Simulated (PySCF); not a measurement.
PySCF input (BP86/def2-SVP):

```python
from pyscf import gto, dft

mol = gto.M(
    atom='''
    C    -1.58722249   -0.80952914   -0.38908962
    C    -0.48787175    0.05899575    0.21979378
    C    -0.42384481    1.43919865   -0.42801241
    C     0.86316285   -0.65570489    0.11768014
    O     1.92475347   -0.02209898    0.68583766
    H    -2.56300861   -0.33247512   -0.28641935
    H    -1.64188098   -1.78829026    0.09315440
    H    -1.40967196   -0.97163039   -1.45621544
    H    -0.69486554    0.18551367    1.28812278
    H    -0.25903882    1.35279358   -1.50626041
    H     0.39196110    2.02755006   -0.00737432
    H    -1.35544788    1.98720571   -0.27682986
    H     0.80810495   -1.69410506    0.49404897
    H     1.14047726   -0.78753250   -0.95115926
    ''',
    basis='def2-svp',
    charge=0,
    spin=1,
    verbose=4,
)

mf = dft.UKS(mol, xc='bp86')
mf.grids.level = 3
mf.conv_tol = 1e-9
mf.max_cycle = 100
mf.max_memory = 1500
mf.kernel()
if not mf.converged:
    mf = mf.newton()
    mf.kernel(mf.make_rdm1())
mo, _, stable, _ = mf.stability(return_status=True)
if not stable:
    mf.kernel(mf.make_rdm1(mo, mf.mo_occ))
    stable = mf.stability(return_status=True)[2]
mf.dip_moment()
```

From the output:

```
  HOMO = -0.205157366198  LUMO = -0.1900295703  gap/eV = 0.41165
cycle= 3 E= -232.805308846042  delta_E= -0.53  |g|= 0.133  |ddm|= 2.81
  alpha nocc = 21  HOMO = -0.214896464443785  LUMO = 0.0314250603049659
  beta  nocc = 20  HOMO = -0.200271076490127  LUMO = -0.177586458741192
  HOMO = -0.20027107649  LUMO = -0.177586458741  gap/eV = 0.61728
cycle= 4 E= -232.80974556609  delta_E= -0.00444  |g|= 0.105  |ddm|= 0.267
  alpha nocc = 21  HOMO = -0.221104387556634  LUMO = 0.0354923603501902
  beta  nocc = 20  HOMO = -0.205678464810683  LUMO = -0.181110428737533
  HOMO = -0.205678464811  LUMO = -0.181110428738  gap/eV = 0.66853
cycle= 5 E= -232.8148729074  delta_E= -0.00513  |g|= 0.0132  |ddm|= 0.137
  alpha nocc = 21  HOMO = -0.222762216332978  LUMO = 0.0356329966936433
  beta  nocc = 20  HOMO = -0.207019394931725  LUMO = -0.181533393485886
  HOMO = -0.207019394932  LUMO = -0.181533393486  gap/eV = 0.69351
cycle= 6 E= -232.814939913444  delta_E= -6.7e-05  |g|= 0.00694  |ddm|= 0.0244
  alpha nocc = 21  HOMO = -0.223502015661448  LUMO = 0.0356161694846944
  beta  nocc = 20  HOMO = -0.207619282745774  LUMO = -0.181954576705053
  HOMO = -0.207619282746  LUMO = -0.181954576705  gap/eV = 0.69837
cycle= 7 E= -232.814962229984  delta_E= -2.23e-05  |g|= 0.00192  |ddm|= 0.00975
  alpha nocc = 21  HOMO = -0.223695620929562  LUMO = 0.0356078804517366
  beta  nocc = 20  HOMO = -0.207738824292077  LUMO = -0.181911653296954
  HOMO = -0.207738824292  LUMO = -0.181911653297  gap/eV = 0.70279
cycle= 8 E= -232.814964573346  delta_E= -2.34e-06  |g|= 0.000549  |ddm|= 0.00463
  alpha nocc = 21  HOMO = -0.223628093952065  LUMO = 0.0356033163415561
  beta  nocc = 20  HOMO = -0.207650639854499  LUMO = -0.181836441927666
  HOMO = -0.207650639854  LUMO = -0.181836441928  gap/eV = 0.70244
cycle= 9 E= -232.814965107956  delta_E= -5.35e-07  |g|= 0.000414  |ddm|= 0.00367
  alpha nocc = 21  HOMO = -0.223669459863435  LUMO = 0.0356057803333596
  beta  nocc = 20  HOMO = -0.20768040121747  LUMO = -0.181867608198338
  HOMO = -0.207680401217  LUMO = -0.181867608198  gap/eV = 0.70240
cycle= 10 E= -232.814965474351  delta_E= -3.66e-07  |g|= 0.000271  |ddm|= 0.00415
  alpha nocc = 21  HOMO = -0.223662522677433  LUMO = 0.0356084730811057
  beta  nocc = 20  HOMO = -0.207671550007692  LUMO = -0.181856454375078
  HOMO = -0.207671550008  LUMO = -0.181856454375  gap/eV = 0.70246
cycle= 11 E= -232.814965643165  delta_E= -1.69e-07  |g|= 0.00015  |ddm|= 0.00366
  alpha nocc = 21  HOMO = -0.223685740745752  LUMO = 0.0356070281644287
  beta  nocc = 20  HOMO = -0.207700789975226  LUMO = -0.181886192011346
  HOMO = -0.207700789975  LUMO = -0.181886192011  gap/eV = 0.70245
cycle= 12 E= -232.814965695115  delta_E= -5.2e-08  |g|= 5.68e-05  |ddm|= 0.00337
  alpha nocc = 21  HOMO = -0.223674757777851  LUMO = 0.0356087289167566
  beta  nocc = 20  HOMO = -0.207692077606505  LUMO = -0.181878888665149
  HOMO = -0.207692077607  LUMO = -0.181878888665  gap/eV = 0.70241
cycle= 13 E= -232.814965694453  delta_E= 6.62e-10  |g|= 2.96e-05  |ddm|= 0.000532
  alpha nocc = 21  HOMO = -0.223673666444402  LUMO = 0.0356051804828139
  beta  nocc = 20  HOMO = -0.207691020288582  LUMO = -0.181877273850007
  HOMO = -0.207691020289  LUMO = -0.18187727385  gap/eV = 0.70243
Extra cycle  E= -232.814965697455  delta_E= -3e-09  |g|= 4.86e-05  |ddm|= 9.45e-05
converged SCF energy = -232.814965697455  <S^2> = 0.75204819  2S+1 = 2.0020471
uhf_internal: lowest eigs of H = [0.57469624 0.57639934 0.5815082 ]
<class 'pyscf.dft.uks.UKS'> wavefunction is stable in the internal stability analysis
Dipole moment(X, Y, Z, Debye): -1.57944, -0.81733, -0.84432
```

The geometry given is a B3LYP-D3(BJ)/def2-TZVP minimum.
